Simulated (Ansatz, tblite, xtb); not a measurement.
# How methods differ on As2 (SMILES [As]#[As])

As2: 2 atoms, total charge 0, spin state singlet. As SMILES, `[As]#[As]`. The coordinates come from a PBE0-D4/def2-TZVP relaxation.

```xyz
2

As    0.0000    0.0000    0.0025
As    0.0000    0.0000    2.0915
```

Each level gives the HOMO–LUMO gap (eV). The values are calculated.

```json
{"level": "GFN1-xTB", "kind": "semi-empirical", "program": "tblite", "value (eV)": "2.43", "CPU time": "under 2 s"}
{"level": "GFN2-xTB", "kind": "semi-empirical", "program": "tblite", "value (eV)": "2.75", "CPU time": "under 2 s"}
{"level": "GFN0-xTB", "kind": "semi-empirical", "program": "xtb", "value (eV)": "2.34", "CPU time": "under 2 s"}
{"level": "HF/def2-TZVPPD", "kind": "Hartree–Fock", "program": "Ansatz", "value (eV)": "9.51", "CPU time": "2.5 s"}
{"level": "SVWN5/def2-TZVPPD", "kind": "LDA", "program": "Ansatz", "value (eV)": "3.17", "CPU time": "3 s"}
{"level": "BLYP/def2-TZVPPD", "kind": "GGA", "program": "Ansatz", "value (eV)": "3.13", "CPU time": "5 s"}
{"level": "r2SCAN/def2-TZVPPD", "kind": "meta-GGA", "program": "Ansatz", "value (eV)": "3.48", "CPU time": "10 s"}
{"level": "r2SCAN0/def2-TZVPPD", "kind": "hybrid meta-GGA", "program": "Ansatz", "value (eV)": "4.99", "CPU time": "12 s"}
{"level": "HSE06/def2-TZVPPD", "kind": "range-separated hybrid", "program": "Ansatz", "value (eV)": "4.05", "CPU time": "6.3 s"}
{"level": "B2PLYP/def2-TZVPPD", "kind": "double hybrid", "program": "Ansatz", "value (eV)": "6.52", "CPU time": "11 s"}
```

All-electron rows without a relativistic Hamiltonian named are non-relativistic. The values span 2.34 to 9.51 eV. Orbital gaps aren't excitation energies, and those of double hybrids come from the SCF part alone; they tend to grow with the share of exact exchange. CPU times are rough (shared hosts, several kinds of processor): they show what a rung costs within a factor of a few.
